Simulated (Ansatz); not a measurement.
Consider the formal exchange of groups at the Si–C bond: `C[Si](N)(O)[SiH3]` + SiH₄ → `N[Si](O)([SiH3])[SiH3]` + CH₄.

Isolated molecules relaxed with PBE0-D4/def2-TZVP in Ansatz; ΔE leaves out vibrations. CCSD(T)/CBS adds triple-zeta CCSD(T) − MP2 to the extrapolated MP2 energy (def2 sets, frozen cores). This one scheme is used for every species. Functionals use def2-TZVPP. Each species was taken in one conformer, which may not be the lowest.

`C[Si](N)(O)[SiH3]`:

Z-matrix (Å, degrees):
```
C
Si 1 1.866
H 1 1.094 2 110.9
H 1 1.093 2 111.3 3 120.5
H 1 1.092 2 110.5 3 -119.7
N 2 1.721 1 106.0 3 -54.7
O 2 1.653 1 112.7 3 65.2
Si 2 2.347 1 112.1 3 -179.1
H 6 1.007 2 121.6 1 -169.6
H 6 1.007 2 120.3 1 -21.1
H 7 0.960 2 115.7 1 -73.4
H 8 1.492 2 109.8 1 53.4
H 8 1.491 2 110.6 1 171.8
H 8 1.489 2 112.9 1 -66.8
```

SiH₄:

Z-matrix (Å, degrees):
```
Si
H 1 1.485
H 1 1.485 2 109.5
H 1 1.485 2 109.5 3 -120.0
H 1 1.485 2 109.5 3 120.0
```

`N[Si](O)([SiH3])[SiH3]`:

Cartesian coordinates in Å:
```
N -0.367 1.442 -1.254
Si -0.003 0.498 0.123
O 0.234 1.465 1.455
Si 1.961 -0.699 -0.357
Si -1.832 -0.931 0.484
H -1.271 1.873 -1.361
H 0.350 1.975 -1.721
H 0.441 1.029 2.284
H 2.999 0.199 -0.941
H 2.522 -1.296 0.888
H 1.697 -1.801 -1.321
H -1.869 -2.024 -0.525
H -1.746 -1.553 1.837
H -3.116 -0.177 0.409
```

CH₄:

Z-matrix (Å, degrees):
```
C
H 1 1.090
H 1 1.090 2 109.5
H 1 1.090 2 109.5 3 -120.0
H 1 1.090 2 109.5 3 120.0
```

Task: Is it downhill or uphill in electronic energy at CCSD(T)/CBS, and by how much? (An estimate is asked.)

Result: Ansatz gave: Uphill: ΔE = +7.5 kJ/mol.

Task: What do these levels give: PBE-D4, ωB97X-V, B2PLYP, PBE, r2SCAN, HF/def2-TZVPP, MP2/def2-TZVPP, SCS-MP2/def2-TZVPP, CCSD/def2-TZVPP, SCS-MP2/def2-QZVPP, HF/CBS(def2), CCSD/CBS(def2)? (Estimate.)

Result: Computed: PBE-D4 -8.3, ωB97X-V 6.8, B2PLYP 8.7, PBE -6.6, r2SCAN 2.2, HF/def2-TZVPP 18.7, MP2/def2-TZVPP 13.4, SCS-MP2/def2-TZVPP 14.6, CCSD/def2-TZVPP 11.3, SCS-MP2/def2-QZVPP 13.8, HF/CBS(def2) 19.3, CCSD/CBS(def2) 9.6 kJ/mol.

Largest T1 diagnostic among the species: 0.013.

In def2-TZVPP, CCSD(T) changes the Hartree–Fock value by −9.5 kJ/mol (the triples alone add −2.0 kJ/mol) and MP2 by −5.3 kJ/mol. From PBE to PBE0 (25 % exact exchange), in def2-TZVPP and without D4, ΔE moves by +5.5 kJ/mol.
